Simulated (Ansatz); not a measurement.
Z-matrix (Å, degrees):
```
Si
Cl 1 2.047
O 1 1.629 2 107.3
O 1 1.621 2 110.7 3 120.6
H 1 1.467 2 109.8 3 -121.1
Si 3 1.630 1 148.2 2 -69.0
H 4 0.959 1 119.5 2 -49.8
Cl 6 2.057 3 110.0 1 10.9
H 6 1.491 3 108.1 1 128.4
```

Total charge 0; spin multiplicity 2.

Problem. List the PBE/def2-TZVPP orbital energies in eV (Ansatz 0.2.0). (Estimate.)

Solution. The calculation gave: α occupied: -2739.19, -2739.04, -1781.57, -1781.44, -511.10, -510.90, -249.77, -249.64, -190.46, -190.31, -190.31, -190.29, -190.17, -190.16, -139.08, -138.97, -95.86, -95.83, -95.77, -95.76, -95.73, -95.66, -25.94, -25.39, -20.76, -20.66, -15.23, -13.82, -11.95, -11.13, -10.82, -10.08, -9.80, -8.98, -8.74, -8.59, -8.35, -8.09, -7.99, -7.82, -5.26. α empty: -0.74, -0.54, -0.17, 0.37, 0.80, 0.91, 1.63, 1.94. β occupied: -2739.17, -2739.04, -1781.57, -1781.37, -511.06, -510.90, -249.75, -249.63, -190.43, -190.31, -190.28, -190.28, -190.17, -190.16, -139.08, -138.88, -95.86, -95.83, -95.77, -95.68, -95.61, -95.55, -25.91, -25.33, -20.68, -20.64, -15.14, -13.73, -11.81, -11.02, -10.74, -9.93, -9.67, -8.91, -8.73, -8.46, -8.22, -8.04, -7.98, -7.81. β empty: -3.55, -0.48, -0.22, 0.02, 0.41, 0.98, 1.19, 1.71. ⟨S²⟩ = 0.752.
